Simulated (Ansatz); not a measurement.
Several settings on one geometry of Zn6S5Cl2, a halide-capped cluster cut from wurtzite ZnS (2 Cl on the cations) (that of the charge 0 singlet, PBE-D4/def2-SVP). Ansatz on 2 threads of AMD EPYC 7R13 on a shared host and a share (18 GiB) of an NVIDIA H100 80GB HBM3; times are rough.

```xyz
13

Zn    0.704   -2.081   -1.154
S    -0.841   -0.514   -0.251
S     0.339   -1.694    3.286
Zn   -0.812   -0.033    2.330
Zn   -1.179    1.286   -1.772
S    -1.736    1.983    2.613
S     2.758   -1.101   -0.316
Zn    1.640   -1.497    1.593
Zn    1.270    0.636   -0.424
S     0.599    2.746   -1.012
Zn   -0.620    2.518    0.862
Cl    0.437   -3.799   -2.386
Cl   -2.559    1.551   -3.371
```

Totals from different functionals, basis sets or treatments of relativity can't be compared as stabilities.

The 6-31G sets use Cartesian d functions. LC-ωPBE has ω = 0.4 bohr⁻¹. HSE06 is defined as in plane-wave codes, on full-range PBE exchange. Correlated methods freeze 65 core orbitals.

The spins typed aren't always the lowest for that charge.

Question: Give the basis size and estimate the energy, ⟨S²⟩, dipole and time of these runs.

```tsv
run	method	charge	state	further keys
1	RKS PBE0-DH/6-31G*	0	singlet	scf: {omitted_lower_state_checks: [starts]}; forces asked
2	RKS RPBE-D3(BJ)-ATM/pcseg-2	0	singlet	fitting: {mean_field: def2-universal-jkfit}; scf: {omitted_lower_state_checks: [starts]}; forces asked
3	RKS HSE06/def2-SVPD	0	singlet	scf: {lower_state_search: full}; forces asked
4	ROKS LC-ωPBE/6-31G*	1	doublet	pseudopotentials: {relativity: none}; scf: {lower_state_search: full}
```

Answer: 
```json
{"run": "1", "functions": "349", "energy (Eh)": "-13582.9658", "⟨S²⟩": "–", "dipole (D)": "6.06", "wall time": "16 s"}
{"run": "2", "functions": "574", "energy (Eh)": "-13588.2800", "⟨S²⟩": "–", "dipole (D)": "5.56", "wall time": "12 s"}
{"run": "3", "functions": "393", "energy (Eh)": "-13583.4150", "⟨S²⟩": "–", "dipole (D)": "5.74", "wall time": "26 s"}
{"run": "4", "functions": "349", "energy (Eh)": "-13583.5617", "⟨S²⟩": "–", "dipole (D)": "–", "wall time": "78 s"}
```
